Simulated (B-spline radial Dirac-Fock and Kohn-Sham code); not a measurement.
**Levels of muonic ²⁰²Tl**

Nucleus: ²⁰²Tl, Fermi distribution (skin thickness 2.3 fm), rms radius 5.4595 fm (measured, Angeli and Marinova 2013).

Calculated with a radial B-spline solver, using the Dirac equation of a negative muon with reduced mass in the field of a spherical finite nucleus, with the Uehling potential to all orders; nuclear polarisation, deformation, hyperfine structure, self-energy, higher-order vacuum polarisation, relativistic recoil and electron screening are left out.

```
 level  binding (keV)  point nucleus, no QED (keV)  vacuum polarisation (keV)  ⟨r⟩ (fm)
 1s1/2          10440                        20420                     66.493       8.2
 2s1/2           3531                         5235                     19.000      24.5
 2p1/2           4707                         5235                     31.637      15.5
 2p3/2           4526                         4717                     29.132      16.3
 3s1/2           1728                         2267                      7.358      50.3
 3p1/2           2090                         2267                     10.511      38.7
 3p3/2           2043                         2112                      9.985      39.6
 3d3/2           2119                         2112                     10.182      31.6
 3d5/2           2078                         2070                      9.556      32.6
 4d3/2           1188                         1186                      4.404      63.9
 4d5/2           1171                         1168                      4.168      65.0
 4f5/2           1172                         1168                      3.650      55.5
 4f7/2           1163                         1159                      3.548      56.2
 5f5/2          749.4                        747.5                      1.830      97.5
 5f7/2          744.9                        743.1                      1.782      98.3
 5g7/2          744.6                        743.1                      1.534      85.7
 5g9/2          742.0                        740.5                      1.511      86.2
 6g7/2          517.0                        516.2                      0.845     137.3
 6g9/2          515.5                        514.7                      0.832     137.9
 6h9/2          515.4                        514.7                      0.702     122.1
6h11/2          514.4                        513.7                      0.696     122.6
```

Problem. By how much does the finite nuclear size lower the 1s binding energy?

Solution. By 10050 keV, 49.19 % of the point-nucleus value (point value plus vacuum polarisation less the binding energy). The 1s orbit has ⟨r⟩ = 8.2 fm.
